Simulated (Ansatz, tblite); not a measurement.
Isomers of Si4B⁻ (singlet), found by a short tight-binding search and relaxed with PBE0-D4/def2-SVPD in Ansatz.

The xTB rows come from tblite. Correlated methods freeze 21 core orbitals.

Run but left out: HF/def2-TZVPD, HF/def2-TZVPPD (A: restricted singlet, unstable towards broken spin symmetry); BHLYP-D4/def2-TZVPD, B2PLYP/def2-TZVPD (A: restricted singlet, unstable in another Hartree–Fock run and untested here).

A further structure is left out (at the level of its geometry, restricted singlet, unstable towards broken spin symmetry at other levels and untested here); at PBE0-D4/def2-TZVPD its energy lies 3.65 eV above the lowest shown.

A: The restricted singlet is unstable towards broken spin symmetry in Hartree–Fock (as tested in another run); at PBE-D4/def2-TZVPD, BLYP-D4/def2-TZVPD, r2SCAN-D4/def2-TZVPD, PBE0-D4/def2-TZVPD this wasn't settled. At MP2/def2-TZVPD, CCSD(T)/def2-TZVPPD the restricted singlet (for correlated methods, its reference) is unstable: a solution with broken spin symmetry lies lower. At CCSD(T)/def2-TZVPPD T1 of the charge -1 singlet is large (up to 0.022), so the single-reference result is doubtful. B: At CCSD(T)/def2-TZVPPD T1 of the charge -1 singlet is large (up to 0.022), so the single-reference result is doubtful.

Other spin states weren't relaxed.

A:

Cartesian coordinates in Å:
```
B 0.720 0.198 -0.978
Si 0.142 -0.537 0.771
Si -1.063 0.942 -0.617
Si 2.179 -0.864 -0.519
Si -1.978 0.262 1.344
```

B:

Cartesian coordinates in Å:
```
B 0.525 -0.622 -0.026
Si -0.620 0.281 -1.399
Si -1.267 -1.300 0.368
Si 1.479 1.050 -0.376
Si -0.117 0.592 1.433
```

Q: Estimate which lies lowest at each level, and how far above it the others are (kJ/mol).

A: 
| level | A | B |
| --- | --- | --- |
| GFN2-xTB | 0.0 | 101.6 |
| PBE-D4/def2-TZVPD | 55.9 | 0.0 |
| BLYP-D4/def2-TZVPD | 44.6 | 0.0 |
| r2SCAN-D4/def2-TZVPD | 50.4 | 0.0 |
| PBE0-D4/def2-TZVPD | 66.8 | 0.0 |
| MP2/def2-TZVPD | 62.2 | 0.0 |
| MP2/def2-TZVPPD | 61.4 | 0.0 |
| CCSD/def2-TZVPPD | 62.8 | 0.0 |
| CCSD(T)/def2-TZVPPD | 55.6 | 0.0 |
Point groups (tolerance 0.1 Å): A Cs, B C2v. Lower isomers may exist.
